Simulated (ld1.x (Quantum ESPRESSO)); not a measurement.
Which change was made? (Au, TM)

```json
{
 "Element": "Au",
 "Generator": "ld1.x (Quantum ESPRESSO) 7.5",
 "Type": "norm-conserving Troullier–Martins (Kleinman–Bylander form)",
 "Functional": "PBE",
 "Relativity": "scalar-relativistic",
 "Frozen core": "[Kr] 4d10 4f14",
 "Valence charge": "19",
 "Reference configuration": "5s2 5p6 5d9.5 6s0 6p0 (charge +1.5)",
 "Partial waves": "5p (bound): rc 1.60 bohr; 5d (bound): rc 1.15 bohr; 5s (bound): rc 1.10 bohr",
 "Local potential": "the s channel",
 "Core correction": "none"
}
```

Cutoffs, loose and tight: the cutoffs (Ry, on a coarse ladder) from which the occupation-weighted sum of valence levels, in a spherical-Bessel basis at the reference potential, stays within 10 and 1 mRy of its value at 400 Ry. They do not see the model core or the augmentation charge, which bear on the density cutoff. Test errors are all-electron minus pseudo excitation energies from the reference, over the configurations 5s2 5p6 5d10 6s1 6p0; 5s2 5p6 5d10 6s0 6p0; 5s2 5p6 5d9 6s0 6p0; 5s2 5p6 5d9 6s1 6p1; 5s2 5p6 5d10 6s0.5 6p0; 5s1 5p6 5d10 6s1 6p0; 5s2 5p5 5d10 6s1 6p0; variants that change the core or the reference have their own tests.

The base gives: outcome: generated; cutoff, loose: 140 Ry; cutoff, tight: 230 Ry; bound ghosts: none; largest test error (meV): +396.

(1) After one change the result is: outcome: generated; cutoff, loose: 45 Ry; cutoff, tight: 70 Ry; bound ghosts: none; largest test error (meV): -157. Which change was it?
A. core [Xe] 4f14, valence charge 11; reference 5d9 6s0 6p0; waves now 6s (bound): rc 1.75 bohr; 5d (bound): rc 1.95 bohr; 6p (bound): rc 2.80 bohr; local potential the p channel
B. wave 5s (bound): rc 1.10 bohr becomes 5s (bound): rc 0.86 bohr
C. reference 5s2 5p6 5d10 6s1 6p0

## Answers

(1) A. The others give: wave 5s (bound): rc 1.10 bohr becomes 5s (bound): rc 0.86 bohr → outcome: generated; cutoff, loose: 200 Ry; cutoff, tight: 300 Ry; bound ghosts: none; largest test error (meV): +245 | reference 5s2 5p6 5d10 6s1 6p0 → outcome: generated, misses its reference levels by 0.26 eV; cutoff, loose: 140 Ry; cutoff, tight: 230 Ry; bound ghosts: none; largest test error (meV): -604.
